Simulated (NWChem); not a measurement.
Correlation energy of sulfur tetrafluoride (F4S)

```xyz
5

F      0.0000     1.2424     0.6398
S      0.0000     0.0000    -0.3894
F      1.6855     0.0000    -0.2936
F     -1.6855     0.0000    -0.2936
F      0.0000    -1.2424     0.6398
```
Charge 0, spin multiplicity 1.

Everything below was run with NWChem. Structure: optimised with PBE/def2-SVP, a minimum by its harmonic frequencies.

Basis set: def2-SVP. Each correlation energy counts from its own Hartree-Fock reference.

```
method        correlation energy (mHa)  difference from CCSD(T)
------------  ------------------------  -----------------------
CCSD                            -920.1                    +20.8
CCSD+T(CCSD)                    -943.9                     -3.0
CR-CCSD[T]                      -937.6                     +3.3
CR-CCSD(T)                      -935.5                     +5.5
SCS-MP2                         -875.6                    +65.3
CCSD(T)                         -940.9                      0.0
MP2                             -911.8                    +29.1
```

The values span 68.3 mHa, from CCSD+T(CCSD) (lowest) to SCS-MP2 (highest). 

The correlated methods keep 9 core orbitals frozen. Differences from the coupled-cluster row are differences between methods, not errors against experiment.
